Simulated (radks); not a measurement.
Question: Radial electron density D(r) = 4 pi r^2 rho(r) of an atom or ion with 16 electrons. All-electron calculation, Dirac Kohn-Sham, PBE, spin-unpolarised, spherical densities, point nucleus. Program: a radial shooting solver on a logarithmic mesh with Libxc functionals.

| r (bohr) | D(r) (e/bohr) |
|---|---|
| 0.00403 | 0.4965 |
| 0.005123 | 0.7723 |
| 0.006565 | 1.207 |
| 0.008345 | 1.836 |
| 0.01069 | 2.788 |
| 0.0136 | 4.092 |
| 0.01742 | 5.928 |
| 0.02233 | 8.298 |
| 0.02838 | 11.03 |
| 0.03637 | 14.02 |
| 0.04623 | 16.58 |
| 0.05925 | 18.16 |
| 0.07532 | 18.05 |
| 0.09652 | 16.24 |
| 0.1237 | 13.70 |
| 0.1572 | 12.25 |
| 0.2015 | 13.12 |
| 0.2561 | 15.69 |
| 0.3282 | 17.55 |
| 0.4173 | 16.16 |
| 0.5347 | 11.42 |
| 0.6852 | 6.127 |
| 0.8711 | 3.199 |
| 1.116 | 2.796 |
| 1.419 | 3.303 |
| 1.818 | 3.152 |
| 2.312 | 2.183 |
| 2.962 | 1.054 |
| 3.796 | 0.3511 |
| 4.826 | 0.08203 |
| 6.184 | 0.01102 |

What is the nuclear charge?

Answer: Z = 16. The innermost maximum, from 1s, lies near gamma/Z bohr with gamma = sqrt(1 - (Z/c)^2) = 0.993, here 0.0621 bohr (found: 0.0657), and its height grows with Z. The density is that of neutral sulfur in [Ne] 3p6; the configuration itself is not fixed sharply by these data, and Z only to about a unit. D(r) has 3 maxima, at r = 0.0657, 0.339, 1.55 bohr, and minima at 0.164, 1.03 bohr, inside which lie 2.19, 10.38 electrons.
